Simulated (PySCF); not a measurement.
[PbCl3]+: from structure and modes to constants

Computed with PBE0 in PySCF with Pb def2-SVP with ECP60, Cl def2-SVP; scalar-relativistic core potentials, no spin–orbit coupling; density-fitted integrals.

The singlet minimum has D3h symmetry. Masses (u): Pb 207.97664, Cl 34.96885.

```xyz
4
charge 1 multiplicity 1, angstrom
Pb    0.0000    0.0000    0.0000
Cl    2.3630    0.0000    0.0000
Cl   -1.1815    2.0464    0.0000
Cl   -1.1815   -2.0464    0.0000
```

Harmonic wavenumbers (cm⁻¹): 77.6 (e', ×2), 80.9 (a2'', ×1), 338.4 (a1', ×1), 388.8 (e', ×2).

Q: Find the principal moments of inertia and the rotational constants. What kind of rotor is it?

A: About the centre of mass I = 292.88, 292.88, 585.76 u Å². With B = 16.8576/I this gives 0.05756, 0.05756, 0.02878 cm⁻¹. The molecule is an oblate symmetric top.

Q: What is the harmonic zero-point energy?

A: Half the sum of all 6 wavenumbers, 1352/2 = 676 cm⁻¹, which is 8.1 kJ/mol (1 cm⁻¹ = 0.0119627 kJ/mol).

Q: Find the vibrational entropy and heat capacity at 298.15 K.

A: With u = 1.43878 ω/T, each mode gives S = R[u/(eᵘ−1) − ln(1−e⁻ᵘ)] and C = R u² eᵘ/(eᵘ−1)².
| ω (cm⁻¹) | u | S (J/(mol K)) | C (J/(mol K)) |
| --- | --- | --- | --- |
| 77.6 (×2) | 0.374 | 16.53 | 8.22 |
| 80.9 | 0.390 | 16.19 | 8.21 |
| 338.4 | 1.633 | 5.10 | 6.69 |
| 388.8 (×2) | 1.876 | 4.20 | 6.25 |
The sums over all modes are S = 62.8 and C = 43.8 J/(mol K); the softest mode gives 26 % of the entropy (each member, where degenerate).

Q: Give the standard entropy (298.15 K, 1 bar) by its translational, rotational, vibrational and spin parts, and Cp.

A: Sackur–Tetrode with M = 312.88 u gives 180.5; rotation with symmetry number 6 gives 107.3; vibration 62.8; spin R ln 1 = 0.0. The total is 350.6 J/(mol K), and Cp = 4 R + 43.8 = 77.1 J/(mol K).

This need not be the most stable arrangement of these atoms. No spin–orbit coupling is included, which matters more the heavier the element.
